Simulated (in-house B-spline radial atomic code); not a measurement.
Configurations of the neon ion Ne⁴⁺, with energies counted from [He] 2s2 2p2. All numbers are computed (non-relativistic r2SCAN, spin-polarised, spherical fractional occupations; point nucleus) with an all-electron radial atomic-structure program (B-spline basis), not measured. Shells without spins written out take the highest spin.

```json
{"configuration": "[He] 2s2 2p(1 up, 1 down)", "E - E(ref) (eV)": "4.7778", "highest orbital": "2p up", "its <r> (bohr)": "0.7099"}
{"configuration": "[He] 2s2 2p(1 up, 0 down) 3s(0 up, 1 down)", "E - E(ref) (eV)": "76.04", "highest orbital": "3s down", "its <r> (bohr)": "2.007"}
{"configuration": "[He] 2s2 2p(0 up, 1 down) 3p(1 up, 0 down)", "E - E(ref) (eV)": "82.182", "highest orbital": "3p up", "its <r> (bohr)": "2.07"}
{"configuration": "[He] 2s2 2p1 3d1", "E - E(ref) (eV)": "88.133", "highest orbital": "3d up", "its <r> (bohr)": "1.929"}
{"configuration": "[He] 2s2 2p(1 up, 0 down) 3d(0 up, 1 down)", "E - E(ref) (eV)": "88.743", "highest orbital": "3d down", "its <r> (bohr)": "1.971"}
{"configuration": "[He] 2s(1 up, 0 down) 2p(0 up, 2 down) 3d(1 up, 0 down)", "E - E(ref) (eV)": "110.27", "highest orbital": "3d up", "its <r> (bohr)": "1.978"}
```

Question: Order these further configurations by energy, lowest first.
A. [He] 2s1 2p2 3p1
B. [He] 2s2 2p1 3p1
C. [He] 2s1 2p3
D. [He] 2s1 2p2 3s1
E. [He] 2s1 2p2 3d1

Answer: C (8.3294 eV), B (81.515 eV), D (85.127 eV), A (91.11 eV), E (97.51 eV).

Question: How far above the reference does [He] 2s2 2p1 3s1 lie?

Answer: 75.499 eV; its least bound orbital is 3s up with <r> = 1.989 bohr.
